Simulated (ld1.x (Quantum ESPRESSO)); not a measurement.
# u(r) = r·R(r): atom against pseudo-atom (C)

Columns: radius, all-electron u(r) and pseudo u(r) of the 2s shell (level -13.64 eV) of carbon in the configuration [He] 2s2 2p2; LDA (PZ), scalar-relativistic, TM scheme, ld1.x (Quantum ESPRESSO) 7.5.

```
r (bohr)  all-electron   pseudo
   0.135        0.3520  -0.0752
   0.270        0.2117  -0.1602
   0.405       -0.0531  -0.2643
   0.540       -0.3098  -0.3919
   0.675       -0.5151  -0.5335
   0.810       -0.6612  -0.6625
   0.945       -0.7534  -0.7534
   1.080       -0.8013  -0.8013
   1.215       -0.8153  -0.8153
   1.350       -0.8044  -0.8044
   1.485       -0.7763  -0.7763
   1.620       -0.7369  -0.7369
   1.755       -0.6907  -0.6907
   1.890       -0.6410  -0.6410
   2.025       -0.5901  -0.5901
   2.160       -0.5398  -0.5398
   2.295       -0.4911  -0.4911
   2.430       -0.4449  -0.4449
   2.565       -0.4015  -0.4015
   2.700       -0.3611  -0.3611
   2.835       -0.3239  -0.3239
   2.970       -0.2898  -0.2898
   3.105       -0.2588  -0.2588
   3.240       -0.2306  -0.2306
   3.375       -0.2052  -0.2052
   3.510       -0.1823  -0.1823
```

Problem. How many radial nodes do the two functions have?

Solution. The all-electron 2s function has n − l − 1 = 1; the pseudo-wave has 0, since the states of the same l below it are removed with the core.

Problem. At about which radius was the pseudo-wave matched?

Solution. 1.05 bohr, where the columns begin to agree (steps of 0.14 bohr).

Problem. Is the pseudo-wave norm-conserving?

Solution. Yes: the TM scheme keeps the norm inside the radius equal to the all-electron one, which fixes the energy derivative of the logarithmic derivative at the level.
